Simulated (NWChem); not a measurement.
System: SiCl cation, singlet

NWChem input:

```
start job
memory heap 200 mb stack 900 mb global 1100 mb
charge 1
geometry units angstroms noautosym nocenter noautoz
  Si     0.000000     0.000000    -1.082329
  Cl     0.000000     0.000000     0.896538
end
basis spherical
  * library cc-pcvtz
end
dft
  xc b3lyp
  iterations 150
end
property
  shielding
end
task dft property
```

Low-valent species are run as closed-shell singlets; no triplet was tried in these runs. The geometry was optimised at B3LYP/6-31G* (spherical d). B3LYP is NWChem's, with the RPA form of VWN correlation.

GIAO values for the isolated, static molecule; σ is the absolute isotropic shielding.

Atoms are numbered as in the input.

Question: Predict the main results of this run. (B3LYP/cc-pCVTZ, GIAO.) Quantities: basis functions; σ Si1 (ppm); σ Cl2 (ppm).

Answer: 
- number of basis functions = 118
- σ Si1 (ppm) = 152.8
- σ Cl2 (ppm) = 154.6
